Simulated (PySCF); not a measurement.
C2H4N, SMILES CC#[NH+], charge +1.

The structure is a stationary point at PBE-D3(BJ)/def2-TZVP. The isomer is the one that the SMILES or the coordinates give; other isomers of the formula were not compared.

The numbers are results of TDA-B3LYP/def2-SVPD run with PySCF, not measurements.

Vertical excitations; the highest root listed may be one member of a degenerate set. Isolated molecule, no solvent. State labels are in the subgroup Cs.

Computed lowest excited states:
```csv
state,symmetry,energy (eV),λ (nm),f,main pairs
S1,A",7.93,156,0.000,"HOMO→LUMO 48 %, HOMO−1→LUMO+1 48 %"
S2,A',8.18,152,0.004,"HOMO→LUMO+1, HOMO−1→LUMO (degenerate set)"
S3,A",8.18,152,0.004,"HOMO−1→LUMO+1, HOMO→LUMO (degenerate set)"
S4,A",10.20,122,0.000,"HOMO−2→LUMO 48 %, HOMO−3→LUMO+1 48 %"
S5,A',10.42,119,0.006,"HOMO−2→LUMO+1, HOMO−3→LUMO (degenerate set)"
S6,A",10.42,119,0.006,"HOMO−3→LUMO+1, HOMO−2→LUMO (degenerate set)"
S7,A',10.77,115,0.924,"HOMO−1→LUMO 33 %, HOMO→LUMO+1 33 %, HOMO−3→LUMO 14 %, HOMO−2→LUMO+1 14 %"
S8,A",11.07,112,0.002,HOMO→LUMO+2 (degenerate set)
S9,A',11.07,112,0.002,HOMO−1→LUMO+2 (degenerate set)
S10,A",11.74,106,0.001,"HOMO→LUMO+3 48 %, HOMO−4→LUMO+1 47 %"
T1,A',6.69,185,0,"HOMO−1→LUMO 42 %, HOMO→LUMO+1 42 %, HOMO−3→LUMO 7 %, HOMO−2→LUMO+1 7 %"
T2,A',7.21,172,0,"HOMO→LUMO+1, HOMO−1→LUMO (degenerate set)"
T3,A",7.21,172,0,"HOMO→LUMO, HOMO−1→LUMO+1 (degenerate set)"
T4,A",7.93,156,0,"HOMO−1→LUMO+1 48 %, HOMO→LUMO 48 %"
```
Triplets are in the Tamm–Dancoff approximation.
